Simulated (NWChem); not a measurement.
System: CH₃FSi, singlet; SMILES C[Si]F

The following NWChem deck was run.

```
start job
memory heap 200 mb stack 900 mb global 1100 mb
geometry units angstroms noautoz
  Si     0.662636     0.145361     0.000000
  F     -0.534676     1.272381     0.000000
  C     -0.434259    -1.400187     0.000000
  H      0.142849    -2.337684     0.000000
  H     -1.096547    -1.389037    -0.884974
  H     -1.096547    -1.389037     0.884974
end
basis spherical
  * library def2-tzvp
end
dft
  xc b3lyp
  iterations 150
  mulliken
end
task dft energy
```

NWChem printed, in part:

```
             Northwest Computational Chemistry Package (NWChem) 7.3.0
             --------------------------------------------------------

 CS  symmetry detected

                             Geometry "geometry" -> ""
                             -------------------------

 Output coordinates in angstroms (scale by  1.889725989 to convert to a.u.)

  No.       Tag          Charge          X              Y              Z
 ---- ---------------- ---------- -------------- -------------- --------------
    1 Si                  14.0000     0.66969104     0.14125234     0.00000000
    2 F                    9.0000    -0.51906691     1.27729135     0.00000000
    3 C                    6.0000    -0.43885636    -1.39595940     0.00000000
    4 H                    1.0000     0.13114803    -2.33779232     0.00000000
    5 H                    1.0000    -1.10104115    -1.37980307    -0.88497400
    6 H                    1.0000    -1.10104115    -1.37980307     0.88497400

 Effective nuclear repulsion energy (a.u.)      97.6883273820

      Symmetry information
      --------------------

 Group name             Cs
 Group number              2
 Group order               2
 No. of unique centers     5

                                 NWChem DFT Module
                                 -----------------

 Summary of "ao basis" -> "ao basis" (spherical)
 ------------------------------------------------------------------------------
       Tag                 Description            Shells   Functions and Types
 ---------------- ------------------------------  ------  ---------------------
 Si                        def2-tzvp                13       37   5s5p2d1f
 F                         def2-tzvp                11       31   5s3p2d1f
 C                         def2-tzvp                11       31   5s3p2d1f
 H                         def2-tzvp                 4        6   3s1p

      Symmetry analysis of basis
      --------------------------

        a'         78
        a"         39

            General Information
            -------------------
          SCF calculation type: DFT
          Wavefunction type:  closed shell.
          No. of atoms     :     6
          No. of electrons :    32
           Alpha electrons :    16
            Beta electrons :    16
          Charge           :     0
          Spin multiplicity:     1
          Use of symmetry is: on ; symmetry adaption is: on
          Maximum number of iterations: 150
          AO basis - number of functions:   117
                     number of shells:    47
          Convergence on energy requested:  1.00D-06
          Convergence on density requested:  1.00D-05
          Convergence on gradient requested:  5.00D-04

              XC Information
              --------------
                         B3LYP Method XC Potential
                     Hartree-Fock (Exact) Exchange  0.200
                        Slater Exchange Functional  0.800 local
                    Becke 1988 Exchange Functional  0.720 non-local
              Lee-Yang-Parr Correlation Functional  0.810
                  VWN I RPA Correlation Functional  0.190 local

             Grid Information
             ----------------
          Grid used for XC integration:  medium
          Radial quadrature: Mura-Knowles
          Angular quadrature: Lebedev.
          Tag              B.-S. Rad. Rad. Pts. Rad. Cut. Ang. Pts.
          ---              ---------- --------- --------- ---------
          Si                  1.10       88           9.0       590
          F                   0.50       49          10.0       434
          C                   0.70       49           8.0       434
          H                   0.35       45          10.0       434
          Grid pruning is: on
          Number of quadrature shells:   276
          Spatial weights used:  Erf1

      Superposition of Atomic Density Guess
      -------------------------------------

 Sum of atomic energies:        -427.42424467

      Non-variational initial energy
      ------------------------------

 Total energy =    -428.207217
 1-e energy   =    -785.556099
 2-e energy   =     259.660555
 HOMO         =      -0.235667
 LUMO         =      -0.047365

      Symmetry analysis of molecular orbitals - initial
      -------------------------------------------------

  Numbering of irreducible representations:

     1 a'          2 a"

  Orbital symmetries:

     1 a'          2 a'          3 a'          4 a'          5 a'
     6 a'          7 a"          8 a'          9 a'         10 a'
    11 a'         12 a"         13 a'         14 a"         15 a'
    16 a'         17 a"         18 a'         19 a'         20 a'
    21 a"         22 a'         23 a'         24 a'         25 a"
    26 a"

     ---------------------------------------------
      Total Density - Mulliken Population Analysis
     ---------------------------------------------

    Atom       Charge   Shell Charges
 -----------   ------   -------------------------------------------------------
    1 Si  14    13.21   2.00  0.59  1.38  1.05  0.88  4.09  1.74  0.38  0.64  0.23  0.09  0.08  0.04
    2 F    9     9.54   0.77  1.20  0.61  1.02  0.30  2.38  2.37  0.88  0.00  0.01  0.00
    3 C    6     6.79   0.86  1.12  0.57  0.70  0.09  1.32  1.59  0.53  0.01  0.01  0.00
    4 H    1     0.82   0.23  0.43  0.14  0.02
    5 H    1     0.82   0.23  0.42  0.14  0.02
    6 H    1     0.82   0.23  0.42  0.14  0.02

[...]
```

Level: B3LYP/def2-TZVP. Low-valent species are run as closed-shell singlets; no triplet was tried in these runs. Structure relaxed at the PBE0/def2-SVP level.
